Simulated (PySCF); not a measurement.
## State search for AlPb⁺

Unrestricted PBE0; Al def2-SVP, Pb def2-SVP with ECP60; scalar-relativistic core potentials (PySCF 2.14). Outer shells of the fragments: Al+ 3s2; Pb 5d10 6s2 6p2.

Followed along the bond (rough minima from three points):

```tsv
2Ms+1	unpaired	⟨S²⟩ at the start	R at minimum (Å)	Te (eV)
3	σ ↑, π ↑	2.01	3.06	0.00
1	σ ↑, π ↓	1.01	3.03	0.19
1	none	0.00	3.34	0.42
3	π ↑↑	2.01	2.72	0.44
1	π ↑↓	1.00	2.73	0.66
```

Solutions found at the starting distance of 2.690 Å, counted from the lowest of them; the search is not exhaustive and high or unbound solutions are not listed, so other states can lie among these:

```json
{"2Ms+1": "3", "unpaired": "σ ↑, π ↑", "term": "³Π", "E (eV)": "0.00", "⟨S²⟩": "2.01", "⟨Lz²⟩": "1.00", "μ (D)": "-4.37"}
{"2Ms+1": "1", "unpaired": "σ ↑, π ↓", "term": "mixed", "E (eV)": "0.16", "⟨S²⟩": "1.01", "⟨Lz²⟩": "1.00", "μ (D)": "-4.39"}
{"2Ms+1": "3", "unpaired": "π ↑↑", "term": "³Σ⁻", "E (eV)": "0.22", "⟨S²⟩": "2.01", "⟨Lz²⟩": "0.00", "μ (D)": "-5.58"}
{"2Ms+1": "1", "unpaired": "π ↑↓", "term": "mixed", "E (eV)": "0.44", "⟨S²⟩": "1.00", "⟨Lz²⟩": "2.01", "μ (D)": "-5.43"}
{"2Ms+1": "1", "unpaired": "none", "term": "¹Σ⁺", "E (eV)": "1.00", "⟨S²⟩": "0.00", "⟨Lz²⟩": "0.00", "μ (D)": "-2.15"}
{"2Ms+1": "1", "unpaired": "none", "term": "mixed", "E (eV)": "1.01", "⟨S²⟩": "0.00", "⟨Lz²⟩": "2.00", "μ (D)": "-5.18"}
{"2Ms+1": "3", "unpaired": "π ↑↑", "term": "mixed", "E (eV)": "2.32", "⟨S²⟩": "2.02", "⟨Lz²⟩": "2.01", "μ (D)": "-3.60"}
{"2Ms+1": "3", "unpaired": "σ ↑↑, π ↑↓", "term": "mixed", "E (eV)": "3.39", "⟨S²⟩": "3.01", "⟨Lz²⟩": "2.01", "μ (D)": "-5.08"}
{"2Ms+1": "3", "unpaired": "σ ↑↑", "term": "mixed", "E (eV)": "3.84", "⟨S²⟩": "2.29", "⟨Lz²⟩": "2.00", "μ (D)": "-4.73"}
{"2Ms+1": "3", "unpaired": "σ ↑↑", "term": "³Σ⁺", "E (eV)": "4.96", "⟨S²⟩": "2.00", "⟨Lz²⟩": "0.00", "μ (D)": "-3.08"}
```

A term symbol is given only where ⟨S²⟩ and ⟨Lz²⟩ are close to those of a pure state; real π, δ and φ orbitals otherwise mix terms. A positive dipole points towards Pb; it is taken about the centre of mass and depends on that origin.

Spin–orbit coupling is left out, which matters for elements this heavy, above all for dissociation energies.
